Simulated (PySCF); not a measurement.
CH₇O₂PSi. Atoms are numbered in the order given.

```xyz
12

C      1.9529     0.0539    -0.5167
Si     0.2279     0.2610     0.1508
O     -0.4363     1.7270    -0.2839
O      0.3858     0.1158     1.8032
P     -1.3117    -1.2117    -0.5922
H      2.3567    -0.9347    -0.2509
H      1.9663     0.1516    -1.6125
H      2.6269     0.8148    -0.0904
H      0.1070     2.5034    -0.1158
H     -0.4342     0.1534     2.3054
H     -1.0553    -0.9228    -1.9671
H     -0.3967    -2.3090    -0.5512
```

Coordinates come from a PBE0-D3(BJ)/def2-SVP optimisation. This is a generated structure with no PubChem entry under its InChIKey; it may be hypothetical. One conformer was computed; it need not be the lowest.

The numbers are results of PBE/pcSseg-1 (PySCF), not measurements.

GIAO shieldings, no solvent; atoms listed in one row are averaged. δ = σ(ref) − σ: ¹³C against TMS (σ = 182.0 ppm); ²⁹Si against TMS (σ = 335.4 ppm); ¹⁷O against H2O (σ = 334.3 ppm); ³¹P against PH3 (σ = 576.8 ppm); ¹H against TMS (σ = 31.49 ppm), references at their B3LYP-D3(BJ)/def2-TZVP geometries, non-relativistic.

Computed chemical shifts:
| nucleus | atoms | count | δ (ppm) |
|---|---|---|---|
| ¹³C | C1 | 1 | 6.9 |
| ²⁹Si | Si2 | 1 | 17.5 |
| ¹⁷O | O4 | 1 | 93.6 |
| ¹⁷O | O3 | 1 | 87.0 |
| ³¹P | P5 | 1 | 4.5 |
| ¹H | H10 | 1 | 2.02 |
| ¹H | H11 | 1 | 1.95 |
| ¹H | H9 | 1 | 1.81 |
| ¹H | H12 | 1 | 1.60 |
| ¹H | H6, H7, H8 | 3 | 0.57 |
